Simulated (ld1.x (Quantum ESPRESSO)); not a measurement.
**Transferability test, TM semilocal potential for K (Z = 19)**

- Element: K
- Generator: ld1.x (Quantum ESPRESSO) 7.5
- Type: norm-conserving Troullier–Martins (semilocal form)
- Functional: LDA (PZ)
- Relativity: scalar-relativistic
- Frozen core: [Ar]
- Valence charge: 1
- Reference configuration: 4s0.5 4p0.5
- Partial waves: 4s (bound): rc 3.10 bohr; 4p (bound): rc 3.70 bohr; 4f channel at 0.2 Ry: rc 3.10 bohr; 3d channel at 0.1 Ry: rc 3.15 bohr
- Local potential: the d channel
- Core correction: Bessel-smoothed model core inside 2.40 bohr

Energies are relative to the spin-unpolarised reference configuration 4s0.5 4p0.5; without spin polarisation the order of configurations can differ from experiment. Spin-polarised rows fill each open shell by Hund’s rule, majority spin first.

```json
{"valence configuration": "4s1 4p0", "charge": "0", "ΔE all-electron (eV)": "-0.803", "error AE − PS (meV)": "-1.5"}
{"valence configuration": "4s0 4p1", "charge": "0", "ΔE all-electron (eV)": "0.828", "error AE − PS (meV)": "-1.8"}
{"valence configuration": "4s0.5 4p0.5 (spin-polarised)", "charge": "0", "ΔE all-electron (eV)": "-0.113", "error AE − PS (meV)": "-0.2"}
```

Question: What are ΔE and the potential's error for 4s0.5 4p0?

Answer: ΔE = 0.907 eV all-electron; the error (AE − PS) is -0.1 meV.

Question: What are ΔE and the potential's error for 4s1 4p0 (spin-polarised)?

Answer: ΔE = -0.943 eV all-electron; the error (AE − PS) is -1.9 meV.
